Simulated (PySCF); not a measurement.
A survey of 19F NMR shifts

Calculated, not measured (PySCF 2.14.0 with density-fitted response routines): shieldings: GIAO PBE0/pcSseg-1, GFN2-xTB geometry. One computed conformer, relativity neglected, equivalent nuclei averaged, isolated molecule.

Shieldings were converted by a linear fit to measured shifts: 19F (scatter 6.0 ppm rms, 7.0 ppm with the 5 outliers that the fit left out vs CFCl3, solution or neat liquid, with a term for F on sp3 carbon). Occasional misses reach two or three times the rms, and more in compound classes unlike the fitted ones.

Task: Give the 19F shifts of `O=S(=O)(O)C(F)(F)C(F)(F)F`, `F/C=C(/CC(F)(F)F)C(F)F`.

Result: 
| compound | environment | δ (ppm) |
| --- | --- | --- |
| [O:1]=[S:2](=[O:3])([OH:4])[C:5]([F:6])([F:7])[C:8]([F:9])([F:10])[F:11] | F9/10/11: fluorine of a CF3 group (×3) | -72.7 |
| [O:1]=[S:2](=[O:3])([OH:4])[C:5]([F:6])([F:7])[C:8]([F:9])([F:10])[F:11] | F6/7: fluorine of a CF2 group (×2) | -110.4 |
| [F:1]/[CH:2]=[C:3](/[CH2:4][C:5]([F:6])([F:7])[F:8])[CH:9]([F:10])[F:11] | F6/7/8: fluorine of a CF3 group (×3) | -66.9 |
| [F:1]/[CH:2]=[C:3](/[CH2:4][C:5]([F:6])([F:7])[F:8])[CH:9]([F:10])[F:11] | F10/11: fluorine of a CF2 group (×2) | -120.9 |
| [F:1]/[CH:2]=[C:3](/[CH2:4][C:5]([F:6])([F:7])[F:8])[CH:9]([F:10])[F:11] | F1: vinylic fluorine | -124.0 |

Task: Order these by 19F shift, lowest first.
A. C=C(F)SCC=O
B. F[C@H]1C[SiH2]SCS1
C. CC(=O)c1nnsc1F

Result: B (-161.2 ppm, fluorine on an sp3 carbon), C (-118.2 ppm, aryl fluorine), A (-83.8 ppm, vinylic fluorine).
